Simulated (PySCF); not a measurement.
Compound: C5H2F3NO.
Cartesian coordinates in Å at the GFN2-xTB level; atoms count from 1:
```xyz
12
C5H2F3NO angstrom
N      2.4707   -1.6554    0.2130
C      1.6362   -1.0963   -0.3287
C      0.5819   -0.3742   -1.0099
C     -0.1712    0.5214   -0.0386
C      0.1375    1.7784    0.1254
O      0.4098    2.8938    0.2193
C     -1.2249   -0.1295    0.8049
F     -2.0658   -0.8647    0.0586
F     -0.7166   -0.9677    1.7212
F     -1.9696    0.7622    1.4675
H     -0.1138   -1.0943   -1.4514
H      1.0269    0.2254   -1.8074
```

Computed at PBE0/pcSseg-1 (PySCF, non-relativistic), with Q(14N) = 0.02044 b, Q(17O) = −0.0256 b: N1, 14N (I = 1): χzz = -4.759 MHz, η = 0.033; O6, 17O (I = 5/2): χzz = 6.488 MHz, η = 0.603.

Q: Where would the pure quadrupole (NQR) lines of 14N at N1 fall for the rigid, isolated species?

A: From ν± = (3/4)|χ|(1 ± η/3) and ν0 = |χ|η/2: ν+ 3.608 MHz, ν− 3.531 MHz, ν0 0.078 MHz (nitrile nitrogen).

Q: Find the zero-field quadrupole resonance frequencies of 17O at O6.

A: From the eigenvalues of H = χ/[4I(2I − 1)] × [3Iz² − I(I + 1) + η(Ix² − Iy²)], steps between neighbouring levels, labelled as for η = 0: ±1/2↔±3/2 1.300 MHz, ±3/2↔±5/2 1.833 MHz (oxygen bonded to C).

In a crystal, neighbours and librations shift these lines. GFN2-xTB bond lengths can be off by several hundredths of an ångström, more for odd bonds, and the gradients follow them. With a basis this small, the couplings can be 20 % off.

The run behind these numbers computed NMR shieldings as well. Time: 22 s wall (with the writing of density and orbital grids); peak memory 0.81 GiB. Hardware: one thread, AMD EPYC 9R14 (x86_64), on a shared host.

One conformer stands for the species.
